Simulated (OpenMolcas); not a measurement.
Mn3+ (d4) among equal point charges was computed by CASSCF with the d shell active (OpenMolcas, ANO-RCC-VTZP on the metal). Its lowest spin-free states, and all those of the highest spin:

| 2S+1 | Degeneracy | E (cm-1) |
| --- | --- | --- |
| 5 | 2 | 0.0 |
| 5 | 2 | 4416 |
| 5 | 1 | 5537 |
| 3 | 2 | 24588 |
| 3 | 2 | 24624 |
| 3 | 1 | 24663 |
| 3 | 1 | 24676 |
| 3 | 1 | 24679 |
| 3 | 2 | 25376 |
| 3 | 1 | 27727 |
| 3 | 2 | 27884 |
| 3 | 2 | 28024 |

Q: Is the site octahedral, tetrahedral or cube-like, axial, or of lower symmetry?

A: The states with 2S+1 = 5 have orbital degeneracies 2, 2, 1. There are pairs but no triples, so the site is axial: not cubic, but with a proper or improper axis of order three or more. The run had Mn3+ among 3 point charges of -2 e arranged as a planar triangle (D3h), 2.31 Å from the ion.

An orbital doublet at a regular site is open to a Jahn-Teller distortion, which this geometry leaves out. Without dynamic correlation the repulsion within the d shell is too large (B by tens of per cent), so at a given field states of lower spin stand too high. Point charges carry no covalency, so the field is a model and not that of real ligands. No measured value stands beside these numbers.
